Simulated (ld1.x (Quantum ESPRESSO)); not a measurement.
## What the settings do to the TM potential of Bi (Z = 83)

Base potential:

- Element: Bi
- Generator: ld1.x (Quantum ESPRESSO) 7.5
- Type: norm-conserving Troullier–Martins (Kleinman–Bylander form)
- Functional: PBEsol
- Relativity: non-relativistic
- Frozen core: [Kr] 4d10 4f14 5s2
- Valence charge: 21
- Reference configuration: 5p6 5d10 6s2 6p2 (charge +1)
- Partial waves: 6s (bound): rc 2.20 bohr; 5p (bound): rc 1.30 bohr; 5d (bound): rc 1.80 bohr
- Local potential: all-electron potential smoothed inside 1.50 bohr (lloc = -1)
- Core correction: none

Occupied shells without a wave of their own: 6p. They enter only through the test configuration that unscreens the potential.

All-electron outer shells of the reference configuration (PBEsol, non-relativistic, ld1.x):

```
shell  level (eV)  outermost node (bohr)  outermost maximum (bohr)
   5s     -133.44                   0.49                      0.86
   5p      -97.54                   0.50                      0.90
   5d      -38.86                   0.51                      1.03
   6s      -18.70                   1.10                      2.08
   6p      -11.52                   1.19                      2.44
```

Cutoffs, loose and tight: the cutoffs (Ry, on a coarse ladder) from which the occupation-weighted sum of valence levels, in a spherical-Bessel basis at the reference potential, stays within 10 and 1 mRy of its value at 400 Ry. They do not see the model core or the augmentation charge, which bear on the density cutoff. Test errors are all-electron minus pseudo excitation energies from the reference, over the configurations 5p6 5d10 6s2 6p3; 5p6 5d10 6s2 6p1; 5p6 5d10 6s2 6p0; 5p6 5d10 6s2 6p2.5; 5p6 5d10 6s1 6p4; 5p6 5d9 6s2 6p4; 5p6 5d10 6s0 6p5. A dash means not determined; rows that change the core or the reference have their own tests. The largest error is taken over the tests solved by every variant that gives reliable tests at all: 5p6 5d10 6s0 6p5; 5p6 5d10 6s1 6p4; 5p6 5d10 6s2 6p0; 5p6 5d10 6s2 6p1; 5p6 5d10 6s2 6p2.5; 5p6 5d10 6s2 6p3.

A true bound ghost makes a file unfit for plane-wave use even where its test errors are small: the radial tests pick states by their node count and pass the ghost by.

On the changes marked as counting shells twice: ld1.x takes every shell without a wave as core, so the model core holds the marked electrons as well and exchange and correlation see them twice. This cancels in the reference configuration, but the file is broken for other ones, and its errors say nothing about a proper core correction.

```tsv
change	outcome	cutoff, loose	cutoff, tight	bound ghosts	largest test error (meV)
base	generated, misses its reference levels by 0.31 eV	120 Ry	160 Ry	s	+934
type RRKJ; local potential the s channel; rho0 0.02	generated, misses its reference levels by 2.29 eV	90 Ry	140 Ry	none	+6796
functional PBE	generated, misses its reference levels by 0.30 eV	120 Ry	160 Ry	s	+900
core correction a·sin(br)/r model core inside 1.24 bohr (6p counted twice)	generated, misses its reference levels by 0.31 eV	120 Ry	160 Ry	s	-1044
wave 6s (bound): rc 2.20 bohr becomes 6s (bound): rc 2.60 bohr	generated, misses its reference levels by 0.31 eV	120 Ry	160 Ry	s	+938
local potential the s channel	generated, misses its reference levels by 2.28 eV	120 Ry	160 Ry	none	+6781
local potential all-electron potential smoothed inside 1.84 bohr (lloc = -1)	generated	120 Ry	160 Ry	s	-151
all radii scaled by about 0.89 (s 1.96, p 1.16, d 1.60 bohr); local potential all-electron potential smoothed inside 1.34 bohr (lloc = -1)	generated	140 Ry	230 Ry	s	-145
```
